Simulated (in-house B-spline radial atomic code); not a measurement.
RPA and G0W0 on Hartree-Fock: Ne IX (Ne8+)

Configuration 1s2, mean-field start Hartree-Fock. Computed with a B-spline radial code for spherical atoms: all electrons, scalar-relativistic (spin-free one-electron X2C), finite nucleus, each spin shell either full or empty, empty states to l = 9 with an (l + 1/2)⁻⁴ tail; G0W0 by contour deformation at full frequency.

Command:
```bash
python run_gw.py task.json out
```
Settings (radii: box in bohr, nucleus in fm):
```
Z                        10
electrons                2
configuration            1s2
hamiltonian              x2c
method                   hf
lmax                     9
rms_radius               3.0055
spin_polarised           False
box_radius               7.7
intervals                68
ion_configuration        1s1
```

Time taken, with all properties: 0.9 s on 1 thread of Arm Neoverse V2, with other jobs on the host.

Energies (hartree):

```
                                     term      value
                         mean-field total  -93.97672
Hartree-Fock functional on these orbitals  -93.97672
                      direct second order  -0.090089
                    second-order exchange   0.045045
                         SOSEX correction   0.043954
```

(1) What is the RPA correlation energy, and what remains with SOSEX?

Quasi-particle levels (eV):

| level | occupied | mean field | Σx - vxc | Σc | QP weight | G0W0 |
| --- | --- | --- | --- | --- | --- | --- |
| 1s | yes | -1196.38 | 0.00 | ? | ? | ? |
| 2s | no | -238.97 | 0.00 | -0.20 | 1.000 | -239.17 |

G0W0 = mean field + (Σx - vxc) + Σc, with Σc (partial-wave tail included) taken at the quasi-particle energy.

(2) Where does G0W0 put 1s?

(3) What does it cost to remove one electron (to 1s1) by differences of total energies, each species on its own start (correlation terms add to the Hartree-Fock functional)?

## Answers

(1) RPA gives -0.087906 hartree (-1.2 eV per electron); RPA + SOSEX gives -0.043952, and the second-order doubles (MP2) -0.045044 hartree. SOSEX takes back 50 % of the RPA value, the self-correlation of each of the two electrons.

(2) At -1196.00 eV, with Σc = 0.38 eV and a quasi-particle weight of 0.998. The tabulated removal energy is 1195.808 eV (NIST, tabulated theory).

(3) Hartree-Fock functional 1194.85 eV, + RPA 1196.64 eV, + RPA + SOSEX 1196.05 eV, + second order 1196.08 eV. Tabulated: 1195.808 eV (NIST, tabulated theory).
